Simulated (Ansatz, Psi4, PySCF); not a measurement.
CH2Cl, doublet, geometry from GFN2-xTB. Base run: PBE/aug-cc-pVDZ run with PySCF.

Geometry (Å):
```xyz
4

C     -1.0986     0.0030    -0.0230
Cl     0.5769    -0.0016     0.0121
H     -1.6048     0.9453    -0.0393
H     -1.6102    -0.9364    -0.0281
```
Charge 0, spin multiplicity 2.
Orbitals are unrestricted.
All else is at PySCF's defaults.

The same geometry, method and basis name were run in Ansatz (a first-principles code) and Psi4 and PySCF, at each program's defaults and at the settings that a row names. The base is PySCF at its defaults. Differences at the defaults can come from grids, fitting, cores and function types together.

| code and settings | ΔE vs base (µEh) | basis functions | E (Eh) | SCF cycles | dipole (D) |
|---|---|---|---|---|---|
| PySCF, defaults (exact integrals, its default grid, spherical functions) | 0.0 | 68 | -499.20592 | 10 | 0.91 |
| Psi4, defaults (density fitting with its default set, its default grid, spherical functions) | -52.0 | 68 | -499.20597 | 9 | 0.91 |
| Ansatz, defaults (factorised integrals, its default grid, spherical functions) | -0.2 | 68 | -499.20592 | - | - |
| PySCF, density fitting with def2-universal-jkfit | -36.6 | 68 | -499.20595 | 10 | 0.91 |
| PySCF, fine grid | 0.1 | 68 | -499.20591 | 10 | 0.91 |
| Psi4, exact integrals, spherical functions, fine grid | 0.0 | 68 | -499.20592 | 11 | 0.91 |
| Ansatz, high accuracy | 0.1 | 68 | -499.20591 | - | - |

Open shells are given as the SCF converged; they aren't shown to be the lowest states, and a large step between rows can be another state.
